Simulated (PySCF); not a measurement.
C7H11NO.
Structure used (PBE0-D3(BJ)/def2-SVP), in Å, numbered top down from 1:
```xyz
20
C7H11NO angstrom
C      2.2474    0.9122    1.2530
C      1.4184    0.3149    0.3941
C      1.0311   -1.1542    0.3953
C     -0.1155   -1.2659   -0.6241
C     -0.6530    0.1673   -0.7583
N     -1.5277    0.5293    0.3388
C     -2.8743    0.4141    0.2597
O     -3.4824    0.0185   -0.7088
C      0.6280    0.9993   -0.6942
H      2.7670    0.3473    2.0325
H      2.4466    1.9861    1.1975
H      0.7157   -1.4647    1.4042
H      1.8867   -1.7948    0.1295
H      0.2663   -1.5953   -1.6035
H     -0.9062   -1.9697   -0.3300
H     -1.2304    0.3039   -1.6828
H     -1.1132    0.8551    1.2043
H     -3.3805    0.7383    1.2022
H      0.4531    2.0699   -0.5138
H      1.1572    0.9033   -1.6585
```

The closed-shell ground state was solved at several levels (PySCF, density fitting, gas phase, non-relativistic).

```json
{"level": "B3LYP/pcSseg-1", "basis functions": "208", "HOMO (eV)": "-6.97", "LUMO (eV)": "-0.36", "gap (eV)": "6.61", "dipole (D)": "3.52"}
{"level": "PBE0/pcSseg-1", "basis functions": "208", "HOMO (eV)": "-7.19", "LUMO (eV)": "-0.14", "gap (eV)": "7.05", "dipole (D)": "3.55"}
```

**Question.** Estimate the row for B3LYP/def2-SVPD, a basis of 271 functions; the other rows only guide the guess.

**Answer.** HOMO -7.06 eV, LUMO -0.50 eV, gap 6.56 eV, dipole 3.64 D.

**Question.** Over all these levels, which gives the widest orbital gap and which the narrowest?

**Answer.** PBE0/pcSseg-1 (global hybrid, 25 % exact exchange) has the widest, 7.05 eV, and B3LYP/def2-SVPD (global hybrid, 20 % exact exchange) the narrowest, 6.56 eV. Functional and basis both differ between the two, so the spread mixes both effects.

**Question.** How far do the dipole and the HOMO energy spread over the levels?

**Answer.** The dipole runs from 3.52 to 3.64 D (mean 3.57 D) and the HOMO from -7.19 to -6.97 eV.

One conformer stands for the species.
